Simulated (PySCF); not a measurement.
CH₄CdO, SMILES [CH3][Cd][OH].

The structure is a stationary point at PBE0-D3(BJ)/def2-TZVP. The def2 effective core potentials stand for the cores of Cd; spin–orbit coupling is left out. Other conformers were not sampled.

The numbers are results of PBE0-D3(BJ)/def2-TZVP in PySCF 2.14.0, not measurements.

Frequencies are harmonic and unscaled.

```
mode  ν (cm⁻¹)  IR (km/mol)  moving atoms (share of kinetic energy)
----  --------  -----------  --------------------------------------
1           11         87.8                          H 85 %, O 13 %
2          137          7.8         O 35 %, C 25 %, Cd 21 %, H 20 %
3          139          0.2         O 29 %, H 27 %, C 23 %, Cd 20 %
4          501          3.0                  C 60 %, O 24 %, H 14 %
5          601         97.5                 O 62 %, Cd 20 %, C 12 %
6          703         22.3                          H 89 %, C 10 %
7          724         31.9                          H 84 %, C 15 %
8          757         68.9                                  H 88 %
9         1191          0.4                          H 83 %, C 17 %
10        1453          1.0                                  H 95 %
11        1454          0.7                                  H 95 %
12        3065         13.6                                  H 98 %
13        3159          5.2                           H 91 %, C 9 %
14        3160          5.5                           H 91 %, C 9 %
15        3900         35.9                                  H 94 %
```
